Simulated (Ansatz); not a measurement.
La3⁺, relaxed as a singlet with RKS PBE-D4/def2-TZVP in Ansatz, starting from the GFN1-xTB geometry. Force threshold 0.02 eV/Å.

In the def2 sets La takes a core potential; there is no spin–orbit coupling. The restricted singlet is unstable towards broken spin symmetry in Hartree–Fock (as tested in another run); at PBE-D4/def2-TZVP this wasn't settled. An occupied level lies above an empty one. At PBE-D4/def2-TZVP a triplet of charge 1 lies 0.54 eV below the restricted singlet, each at its own geometry. The structure comes from a short search, and lower isomers may exist.

Start:

```xyz
3

La    0.341    0.924   -1.943
La   -0.242   -2.159    0.154
La   -0.099    1.235    1.790
```

Problem. Estimate the energy that the relaxation releases and the steps that it takes.

Solution. 11.7 kcal/mol, in 13 steps; 65 s on 2 threads of Arm Neoverse V1 on a shared host. No frequencies were taken in this run, so the end may be a saddle point.

Problem. Does the start keep its bonding and symmetry?

Solution. By distances, no bond broke or formed. The bond that changes most is La1–La3, from 3.77 to 3.25 Å (atoms count from 1). Point group D3h at the start, C2v at the end, both within 0.05 Å.

Problem. Predict the relaxed structure.

Solution. 
```xyz
3

La    0.3196    0.9535   -1.7481
La   -0.2388   -1.9838    0.2678
La   -0.0807    1.0303    1.4803
```
Bond lengths (bridged metal pairs left out): 3 × La–La 3.25 to 3.61 Å.
